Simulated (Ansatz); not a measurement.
Cartesian coordinates in Å:
```
O 1.057 -0.850 -1.424
C -0.033 -1.352 -1.291
Si -1.226 -0.663 0.048
O -0.457 0.555 0.788
Si 0.950 1.411 0.831
H -0.325 -2.206 -1.948
H -2.470 -0.193 -0.614
H -1.557 -1.753 1.002
H 0.788 2.422 1.907
H 2.092 0.526 1.161
H 1.181 2.103 -0.459
```

Charge 0, multiplicity 1.

Problem. List the PBE/def2-TZVPP orbital energies in eV (the Gaussian-basis code of Ansatz). (An estimate is asked.)

Solution. Computed: Occupied: -1780.43, -1780.10, -510.94, -510.58, -271.38, -138.12, -137.75, -94.89, -94.84, -94.82, -94.54, -94.46, -94.46, -26.77, -25.02, -15.66, -14.42, -12.65, -11.49, -10.77, -10.53, -10.36, -9.81, -9.16, -8.59, -7.75, -7.40, -5.78. Lowest empty: -2.93, -1.11, 0.08, 0.31, 0.93, 1.05, 1.24, 1.47.
